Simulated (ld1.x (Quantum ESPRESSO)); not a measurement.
## How hard is this titanium (Ti) TM potential?

Ti (Z = 22), norm-conserving Troullier–Martins (Kleinman–Bylander form), made with ld1.x (Quantum ESPRESSO) 7.5 (PBE, scalar-relativistic). Core [Ne], reference 3s2 3p6 3d3 4s1 4p0. Waves: 3s (bound): rc 1.40 bohr; 3d (bound): rc 1.15 bohr; 3p (bound): rc 1.75 bohr. Local part: the p channel. Core correction: none.

Occupied shells without a wave of their own: 4s. They enter only through the test configuration that unscreens the potential.

The pseudo-atom Hamiltonian at the reference potential is diagonalised in spherical Bessel functions j_l(qr) that vanish at 20 bohr, with q² up to the cutoff. All-electron valence levels (Ry): 3s -4.3601, 4s -0.2741, 3d -0.1408, 3p -2.6242, 4p -0.0821.

How do the lowest levels (Ry) of each channel move with the cutoff, and are there ghosts?

```csv
cutoff (Ry),s #1,s #2,s #3,d #1,p #1,p #2,f #1,f #2,Σ f·Δε (mRy)
8,-4.2046,-0.2647,0.0021,0.0355,-1.5069,-0.0428,0.0983,0.2175,7561.7
12,-4.2542,-0.2784,-0.0001,0.0343,-2.0208,-0.0595,0.0983,0.2175,4361.4
18,-4.2669,-0.2796,-0.0003,0.0321,-2.4197,-0.0735,0.0983,0.2175,1935.6
30,-4.3302,-0.2812,-0.0004,0.0270,-2.6104,-0.0816,0.0983,0.2175,647.3
40,-4.3541,-0.2822,-0.0006,0.0162,-2.6232,-0.0824,0.0983,0.2175,489.7
50,-4.3557,-0.2822,-0.0006,-0.0060,-2.6239,-0.0824,0.0983,0.2175,415.4
60,-4.3563,-0.2823,-0.0006,-0.0366,-2.6240,-0.0824,0.0983,0.2175,322.1
80,-4.3591,-0.2825,-0.0006,-0.0959,-2.6242,-0.0824,0.0983,0.2175,137.0
110,-4.3600,-0.2825,-0.0006,-0.1358,-2.6242,-0.0824,0.0983,0.2175,15.2
140,-4.3601,-0.2826,-0.0006,-0.1405,-2.6242,-0.0824,0.0983,0.2175,0.7
180,-4.3601,-0.2826,-0.0006,-0.1407,-2.6242,-0.0824,0.0983,0.2175,0.3
400,-4.3601,-0.2826,-0.0006,-0.1407,-2.6242,-0.0824,0.0983,0.2175,0.0
```

Result: no extra level below or beside the all-electron valence levels (s, d, p, f tested); 10 mRy is reached at 120 Ry and 1 mRy at 140 Ry.

Its largest configuration-test error is -387 meV.
